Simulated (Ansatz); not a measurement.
Isolated molecules relaxed with PBE0-D4/def2-TZVP in Ansatz; ΔE leaves out vibrations. CBS: MP2 limit from def2 TZ/QZ plus the TZ coupled-cluster correction, frozen cores. This one scheme is used for every species, atoms too. For atomizations the MP2-based limit and the directly extrapolated one differ by several kJ/mol either way, and by 10 to 25 for some Ge, Se and Sn compounds, so smaller differences from it don't rank the levels. DFT in def2-TZVPP. B3LYP here is the variant with VWN-RPA as its local correlation; programs differ in this. HSE06 is defined as in plane-wave codes. Open shells (•) are unrestricted, without spin–orbit coupling. Spin–orbit coupling would lower the free atoms: a little for B, C, Cl. Each species was taken in one conformer, which may not be the lowest.

Reaction (atomization): `C[NH2+][B-](C)(Cl)Cl` → B• + 2 C• + 2 Cl• + 8 H• + N•

`C[NH2+][B-](C)(Cl)Cl`:

Cartesian coordinates in Å:
```
C 1.964 0.208 0.104
N 0.576 -0.064 0.525
B -0.597 0.078 -0.591
C -1.983 -0.263 0.107
Cl -0.495 1.836 -1.170
Cl -0.142 -1.133 -1.919
H 2.214 -0.478 -0.702
H 2.011 1.228 -0.270
H 2.648 0.077 0.942
H 0.507 -1.013 0.887
H 0.319 0.563 1.285
H -2.012 -1.287 0.495
H -2.793 -0.177 -0.620
H -2.216 0.425 0.927
```

```tsv
level	ΔE (eV)	difference from CCSD(T)/CBS
PBE-D4	54.53	1.08
revPBE-D4	53.35	-0.10
B3LYP-D4	53.46	0.01
r2SCANh-D4	53.44	-0.01
ωB97X-V	53.62	0.17
PBE0	53.53	0.08
r2SCAN0	53.00	-0.45
HSE06	53.58	0.13
LC-ωPBE	53.29	-0.16
CCSD/def2-SVP	50.53	-2.92
HF/def2-TZVPP	39.68	-13.77
SCS-MP2/def2-TZVPP	52.68	-0.77
CCSD/def2-TZVPP	51.40	-2.05
SCS-MP2/def2-QZVPP	53.53	0.08
HF/CBS(def2)	39.71	-13.74
MP2/CBS(def2)	54.30	0.85
CCSD(T)/CBS	53.45	0
```

Largest T1 diagnostic among the species: 0.014.

From BLYP to BHLYP (50 % exact exchange), in def2-TZVPP and without D4, ΔE moves by −0.58 eV: exact exchange takes away binding that semilocal exchange gives to molecules. In def2-TZVPP, CCSD(T) changes the Hartree–Fock value by +12.47 eV (the triples alone add +0.75 eV) and MP2 by +13.32 eV; breaking electron pairs costs correlation energy, which Hartree–Fock lacks. At CCSD(T), def2-SVP lies −2.43 eV from the extrapolated value and def2-TZVPP −1.30 eV: correlation converges slowly with the basis, and small sets miss more of it in the bonded molecule than in its fragments.
